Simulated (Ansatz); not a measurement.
C2H8Al2O2S (SMILES [CH3][Al]([CH3])[S][Al]([OH])[OH]), singlet, at the geometry of the source list; CASSCF(2,4)/STO-3G (Ansatz, a quantum-chemistry and plane-wave program).

Ansatz was given this input:
Ansatz 0.2 input:
```yaml
crystal:
  periodic: [false, false, false]
  atoms:
    - {symbol: Al, position_ang: [-1.02930000, -0.11750000, -0.29210000]}
    - {symbol: C, position_ang: [-0.74850000, 1.15300000, 1.22040000]}
    - {symbol: C, position_ang: [-2.74220000, -0.86800000, -0.95940000]}
    - {symbol: S, position_ang: [0.64420000, -0.82260000, -1.54800000]}
    - {symbol: Al, position_ang: [2.38510000, -0.27830000, -0.32750000]}
    - {symbol: O, position_ang: [2.59040000, -1.05460000, 1.10840000]}
    - {symbol: O, position_ang: [3.44930000, 0.82540000, -0.92760000]}
    - {symbol: H, position_ang: [0.31690000, 1.34350000, 1.41410000]}
    - {symbol: H, position_ang: [-1.21940000, 2.12520000, 1.03760000]}
    - {symbol: H, position_ang: [-1.18410000, 0.77970000, 2.15290000]}
    - {symbol: H, position_ang: [-2.95900000, -1.86600000, -0.56610000]}
    - {symbol: H, position_ang: [-3.59830000, -0.23720000, -0.70310000]}
    - {symbol: H, position_ang: [-2.71870000, -0.96510000, -2.04990000]}
    - {symbol: H, position_ang: [2.90360000, -1.47700000, 1.89420000]}
    - {symbol: H, position_ang: [3.90990000, 1.45940000, -1.45390000]}
basis:
  gaussian:
    orbitals: STO-3G
hamiltonian:
  xc: hf
magnetization: {spin_polarized: false}
correlation: {active_space: {window: {electrons: 2, orbitals: 4}}}
```

Task: Write the output that Ansatz gives for this input, abridged.

Result: 
```
Functional definition: HF
677 factors; integrals over basis functions are off by at most 6.5e-5 eV
mean field evaluation 1: about -29887.0752 eV, gradient 3.5e1 eV
mean field evaluation 2: about -29887.1936 eV, gradient 3.5e1 eV
mean field evaluation 4: about -29891.6351 eV, gradient 1.5e0 eV
mean field evaluation 8: about -29891.6461 eV, gradient 3.8e-4 eV
mean field -29891.64612140 eV, -1098.4977336760 hartree, gradient 1.3e-6 eV, S^2 0.000000; 0 other end points of the search recorded, 0 dependent functions left out
reference -29891.64612140 eV, -1098.4977336760 hartree; 39, 39 occupied and 16, 16 virtual orbitals, 677 factors
state -29892.03638894 eV, -1098.5120757435 hartree
2 active orbitals were swapped for others, from the solution at -29891.95943544 eV, -1098.5092477545 hartree to that at -29892.03638894 eV, -1098.5120757435 hartree; typed "places" are swapped only where nearly empty or full, and so, without "given_window_search", are "orbital_numbers", "shells" and a window whose orbitals a file names under [Active]
Total energy: -29892.03638894 eV, -1098.5120757435 hartree
```
